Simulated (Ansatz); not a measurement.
Ideal-gas functions of C2H2AlCl, SMILES `Cl[C]1=[CH][AlH]1` at 298.15 K and 1 bar, from an Ansatz frequency run at PBE0-D4/def2-TZVP.

Molar mass 88.47 g/mol, point group Cs (symmetry number 1), electronic degeneracy 1, moments of inertia 26.638, 209.705, 236.343 u Å². Harmonic wavenumbers (cm⁻¹, unscaled): 275, 295, 450, 464, 489, 736, 883, 935, 1091, 1464, 1992, 3165.

Use S(trans) = R[1.5 ln M + 2.5 ln T − 1.1517]; rotational temperatures θ = 24.2544 K / I; S(rot) = R[ln(√π/σ · √(T³/θAθBθC)) + 1.5]; for each mode x = 1.438777 ν̃/T, S = R[x/(eˣ − 1) − ln(1 − e⁻ˣ)] and H = RT x/(eˣ − 1); 1 cm⁻¹ = 0.0119627 kJ/mol; R = 8.31446 J/(mol·K).

Question: By hand: the entropy, in J/(mol·K).

Answer: Translation 164.8. Rotation: θ = 0.9105, 0.1157, 0.1026 K, giving 107.1. Vibration, mode by mode: 6.55, 6.05, 3.33, 3.16, 2.87, 1.11, 0.63, 0.51, 0.27, 0.06, 0.01, 0.00, in all 24.5. Electronic 0.0. Sum 296.4 J/(mol·K).

Question: By hand: H − E and G − E in kJ/mol, counted from the electronic energy.

Answer: Zero-point energy ½ × 12239 × 0.0119627 = 73.2; thermal vibration 4.9; translation, rotation and pV give 4 RT = 9.9. H − E = 88.0 kJ/mol, and G − E = 88.0 − 298.15 × 296.4/1000 = -0.4 kJ/mol.

Vibration gives 8 % of the entropy.
